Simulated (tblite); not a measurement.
Isomers of C6H8OP2. Computed with GFN2-xTB (tblite): harmonic, unscaled wavenumbers at the GFN2-xTB geometry, gas phase. The method is semi-empirical: single wavenumbers can be off by several per cent or more. One conformer each.

Electronic energies: GFN2-xTB at the same geometries; isomer energies are rough at this level and their order can be wrong.

```json
{"SMILES": "COc1pccc(C)p1", "electronic energy, lowest = 0 (kcal/mol)": "1.2"}
{"SMILES": "COc1cc(C)pcp1", "electronic energy, lowest = 0 (kcal/mol)": "0.4"}
{"SMILES": "COc1pcpcc1C", "electronic energy, lowest = 0 (kcal/mol)": "0.0"}
```

Problem. How do GFN2-xTB zero-point energies change the relative energies?

Solution. 
```tsv
SMILES	ZPE (kcal/mol)	of it from modes above 1550 cm⁻¹	electronic (kcal/mol)	with ZPE, lowest = 0 (kcal/mol)	lowest mode (cm⁻¹)	rings
COc1pcpcc1C	78.2	34.3	0.0	0.0	74	1
COc1cc(C)pcp1	78.0	34.2	0.4	0.2	68	1
COc1pccc(C)p1	78.1	34.2	1.2	1.1	74	1
```

The zero-point energies span 0.2 kcal/mol, from `COc1cc(C)pcp1` to `COc1pcpcc1C`. The order is unchanged.
